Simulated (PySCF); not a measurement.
Compound: C5H4F4O2.
Structure used (PBE0-D3(BJ)/def2-SVP), in Å, numbered top down from 1:
```
atom  x, y, z in Å
O1    -0.8499    0.6454    2.0124
C2    -0.3217    0.6488    0.9501
C3    -0.7441    0.8707   -0.5097
C4    -1.7433   -0.1278   -1.0651
F5    -1.8081   -0.0632   -2.3893
F6    -1.4035   -1.3765   -0.7297
F7    -2.9521    0.1214   -0.5687
O8     0.5834    0.6045   -0.9208
C9     1.0826    0.4010    0.4107
C10    1.6836   -0.9541    0.6799
F11    2.9603   -1.0165    0.2004
H12   -1.0954    1.8900   -0.7520
H13    1.8075    1.1855    0.6992
H14    1.0717   -1.7350    0.2008
H15    1.6943   -1.1178    1.7718
```

The calculation used TDDFT wB97X-D/def2-SVPD, vertical, gas phase, core orbitals frozen in the response in PySCF 2.14.0, density-fitted response routines.

Ground-to-excited transition dipoles (e·a0, same axes as the geometry; the sign carries no meaning), for the states with f of 0.002 or more among the lowest 10:

```json
{"state": "S2", "E (eV)": "5.926", "μx": "0.111", "μy": "-0.030", "μz": "-0.157"}
{"state": "S5", "E (eV)": "8.028", "μx": "-0.150", "μy": "0.056", "μz": "-0.138"}
{"state": "S6", "E (eV)": "8.151", "μx": "-0.217", "μy": "0.038", "μz": "0.015"}
{"state": "S7", "E (eV)": "8.302", "μx": "0.275", "μy": "-0.117", "μz": "0.049"}
{"state": "S8", "E (eV)": "8.436", "μx": "0.466", "μy": "-0.129", "μz": "0.269"}
{"state": "S9", "E (eV)": "8.859", "μx": "0.016", "μy": "-0.345", "μz": "-0.106"}
{"state": "S10", "E (eV)": "9.100", "μx": "-0.304", "μy": "0.179", "μz": "0.251"}
```

Problem. What oscillator strength does each state have?

Solution. f = (2/3) ΔE |μ|² with ΔE in hartree (27.2114 eV).

```json
{"state": "S2", "|μ|² (au)": "0.038", "|μ| (D)": "0.49", "f": "0.005"}
{"state": "S5", "|μ|² (au)": "0.045", "|μ| (D)": "0.54", "f": "0.009"}
{"state": "S6", "|μ|² (au)": "0.049", "|μ| (D)": "0.56", "f": "0.010"}
{"state": "S7", "|μ|² (au)": "0.092", "|μ| (D)": "0.77", "f": "0.019"}
{"state": "S8", "|μ|² (au)": "0.306", "|μ| (D)": "1.41", "f": "0.063"}
{"state": "S9", "|μ|² (au)": "0.130", "|μ| (D)": "0.92", "f": "0.028"}
{"state": "S10", "|μ|² (au)": "0.187", "|μ| (D)": "1.10", "f": "0.042"}
```

Problem. What angle do the transition dipoles of S9 and S10 make?

Solution. |cos θ| = |μa·μb| / (|μa| |μb|) = 0.60, so θ ≈ 53° (taken between 0 and 90°, since the signs are arbitrary).

Problem. What peak molar absorption coefficient would the strongest computed level give as a lone Gaussian band 0.3 eV wide at half height?

Solution. ε(max) = 2.175×10⁸ f / FWHM, with the width in cm⁻¹. S8: 2.175×10⁸ × 0.0632 / 2420 ≈ 5700 L mol⁻¹ cm⁻¹.

One conformer stands for the species.
